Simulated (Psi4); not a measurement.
C4H7 (SMILES [CH]=C(C)C), doublet, geometry from GFN2-xTB; Psi4 with SVWN/STO-3G.

The Psi4 input:
```
memory 2 GB

molecule mol {
0 2
  C    -0.015834    0.011528    1.498949
  C    -0.002228    0.023745    0.204928
  H    -0.022239   -0.691296    2.297869
  C     0.002694    1.291620   -0.607338
  H    -0.006628    2.164020    0.039428
  H     0.890909    1.327606   -1.236937
  H    -0.872242    1.322545   -1.255524
  C     0.010334   -1.241613   -0.642200
  H     0.006297   -2.130183   -0.017263
  H    -0.867356   -1.254725   -1.286123
  H     0.901464   -1.249647   -1.267477
}

set basis sto-3g
set reference uks
set d_convergence 1e-8

energy('svwn')
print_variables()
```

Output, abridged:

```
   => Loading Basis Set <=

    Name: STO-3G
    Role: ORBITAL
    Keyword: BASIS

         ---------------------------------------------------------
                                   SCF
               by Justin Turney, Rob Parrish, Andy Simmonett
                          and Daniel G. A. Smith
                              UKS Reference
         ---------------------------------------------------------

  ==> Geometry <==

    Molecular point group: c1
    Full point group: C1

    Geometry (in Angstrom), charge = 0, multiplicity = 2:

       Center              X                  Y                   Z               Mass
    ------------   -----------------  -----------------  -----------------  -----------------
         C           -0.015289693992     0.002306709287     1.449821385914    12.000000000000
         C           -0.001683693992     0.014523709287     0.155800385914    12.000000000000
         H           -0.021694693992    -0.700517290713     2.248741385914     1.007825032230
         C            0.003238306008     1.282398709287    -0.656465614086    12.000000000000
         H           -0.006083693992     2.154798709287    -0.009699614086     1.007825032230
         H            0.891453306008     1.318384709287    -1.286064614086     1.007825032230
         H           -0.871697693992     1.313323709287    -1.304651614086     1.007825032230
         C            0.010878306008    -1.250834290713    -0.691327614086    12.000000000000
         H            0.006841306008    -2.139404290713    -0.066390614086     1.007825032230
         H           -0.866811693992    -1.263946290713    -1.335250614086     1.007825032230
         H            0.902008306008    -1.258868290713    -1.316604614086     1.007825032230

  Running in c1 symmetry.

  Rotational constants: A =      0.32804  B =      0.28891  C =      0.16295 [cm^-1]
  Rotational constants: A =   9834.43061  B =   8661.34474  C =   4885.22303 [MHz]
  Nuclear repulsion =  112.514532564175724

  Charge       = 0
  Multiplicity = 2
  Electrons    = 31
  Nalpha       = 16
  Nbeta        = 15

  ==> Algorithm <==

  SCF Algorithm Type is DF.
  DIIS enabled.
  MOM disabled.
  Fractional occupation disabled.
  Guess Type is SAD.
  Energy threshold   = 1.00e-06
  Density threshold  = 1.00e-08
  Integral threshold = 1.00e-12

  ==> Primary Basis <==

  Basis Set: STO-3G
    Blend: STO-3G
    Number of shells: 19
    Number of basis functions: 27
    Number of Cartesian functions: 27
    Spherical Harmonics?: true
    Max angular momentum: 1

  ==> DFT Potential <==

   => LibXC <=

    Version 7.1.2
    S. Lehtola, C. Steigemann, M. J. T. Oliveira, and M. A. L. Marques,  SoftwareX 7, 1–5 (2018) (10.1016/j.softx.2017.11.002)

   => Composite Functional: SVWN <=

    Slater exchange
    Vosko, Wilk & Nusair (VWN5_RPA)
    P. A. M. Dirac,  Math. Proc. Cambridge Philos. Soc. 26, 376 (1930) (10.1017/S0305004100016108)
    F. Bloch,  Z. Phys. 57, 545 (1929) (10.1007/BF01340281)
    S. H. Vosko, L. Wilk, and M. Nusair,  Can. J. Phys. 58, 1200 (1980) (10.1139/p80-159)

    Deriv               =              1
    GGA                 =          FALSE
    Meta                =          FALSE

    Exchange Hybrid     =          FALSE
    MP2 Hybrid          =          FALSE

   => Exchange Functionals <=

    1.0000         XC_LDA_X

   => Correlation Functionals <=

    1.0000   XC_LDA_C_VWN_RPA

   => LibXC Density Thresholds  <==

    XC_LDA_C_VWN_RPA:  1.00E-15
    XC_LDA_X:  1.00E-15

   => Molecular Quadrature <=

    Radial Scheme          =       TREUTLER
    Pruning Scheme         =           NONE
    Nuclear Scheme         =       TREUTLER

    Blocking Scheme        =         OCTREE
    BS radius alpha        =              1
    Pruning alpha          =              1
    Radial Points          =             75
    Spherical Points       =            302
    Total Points           =         234152
    Total Blocks           =           1805
[...]

   -------------------------
    Irrep   Nso     Nmo
   -------------------------
     A         27      27
   -------------------------
    Total      27      27
   -------------------------

  ==> Iterations <==

                           Total Energy        Delta E     RMS |[F,P]|

   @DF-UKS iter SAD:  -151.83613977681389   -1.51836e+02   0.00000e+00
   @DF-UKS iter   1:  -153.71286198787800   -1.87672e+00   3.81382e-03 ADIIS/DIIS
   @DF-UKS iter   2:  -153.68689743216478    2.59646e-02   8.47058e-03 ADIIS/DIIS
   @DF-UKS iter   3:  -153.72141942029771   -3.45220e-02   6.64749e-04 ADIIS/DIIS
   @DF-UKS iter   4:  -153.72166174558171   -2.42325e-04   2.84404e-04 ADIIS/DIIS
   @DF-UKS iter   5:  -153.72171557440294   -5.38288e-05   9.13722e-05 DIIS
   @DF-UKS iter   6:  -153.72172230566980   -6.73127e-06   3.63707e-05 DIIS
   @DF-UKS iter   7:  -153.72172347731322   -1.17164e-06   7.42245e-06 DIIS
   @DF-UKS iter   8:  -153.72172352950813   -5.21949e-08   7.13022e-07 DIIS
   @DF-UKS iter   9:  -153.72172352996353   -4.55401e-10   2.12234e-07 DIIS
   @DF-UKS iter  10:  -153.72172352999141   -2.78817e-11   8.80532e-08 DIIS
   @DF-UKS iter  11:  -153.72172352999465   -3.24007e-12   2.65556e-08 DIIS
   @DF-UKS iter  12:  -153.72172352999510   -4.54747e-13   2.29758e-09 DIIS
  Energy and wave function converged.

  ==> Post-Iterations <==

   Electrons on quadrature grid:
      Nalpha   =   15.9999900008 ; deviation = -9.999e-06
      Nbeta    =   14.9999892129 ; deviation = -1.079e-05
      Ntotal   =   30.9999792137 ; deviation = -2.079e-05

   @Spin Contamination Metric:   8.493434861E-03
   @S^2 Expected:                7.500000000E-01
   @S^2 Observed:                7.584934349E-01
   @S   Expected:                5.000000000E-01
   @S   Observed:                5.000000000E-01

    Orbital Energies [Eh]
    ---------------------

    Alpha Occupied:

[...]
      16A     -0.108657

    Alpha Virtual:

[...]
    Beta Occupied:

[...]
    Beta Virtual:

[...]
    Final Occupation by Irrep:
              A
    DOCC [    15 ]
    SOCC [     1 ]
    NA   [    16 ]
    NB   [    15 ]

  @DF-UKS Final Energy:  -153.72172352999510

   => Energetics <=

    Nuclear Repulsion Energy =            112.5145325641757239
    One-Electron Energy =                -430.5418386039373217
    Two-Electron Energy =                 187.7371067356634171
    DFT Exchange-Correlation Energy =     -23.4315242258969469
    Empirical Dispersion Energy =           0.0000000000000000
    VV10 Nonlocal Energy =                  0.0000000000000000
    Total Energy =                       -153.7217235299951028

  UHF NO Occupations:
  HONO-2 :   14  A 1.9997850
  HONO-1 :   15  A 1.9962171
  HONO-0 :   16  A 1.0000000
  LUNO+0 :   17  A 0.0037829
  LUNO+1 :   18  A 0.0002150
  LUNO+2 :   19  A 0.0001658
  LUNO+3 :   20  A 0.0000635

Computation Completed

Properties will be evaluated at   0.000000,   0.000000,   0.000000 [a0]

Properties computed using the SCF density matrix

 Multipole Moments:

 ------------------------------------------------------------------------------------
     Multipole            Electronic (a.u.)      Nuclear  (a.u.)        Total (a.u.)
 ------------------------------------------------------------------------------------

 L = 1.  Multiply by 2.5417464519 to convert [e a0] to [Debye]
 Dipole X            :         -0.0291427            0.0318882            0.0027455
 Dipole Y            :          0.3818626           -0.5401971           -0.1583346
 Dipole Z            :          2.6606211           -2.8779566           -0.2173355
 Magnitude           :                                                    0.2689090

 ------------------------------------------------------------------------------------

  Variable Map:
  ----------------------------------------------------------------------------
[...]
  Array Variable Map:
  ----------------------------------------------------------------------------
[...]
[...]
```
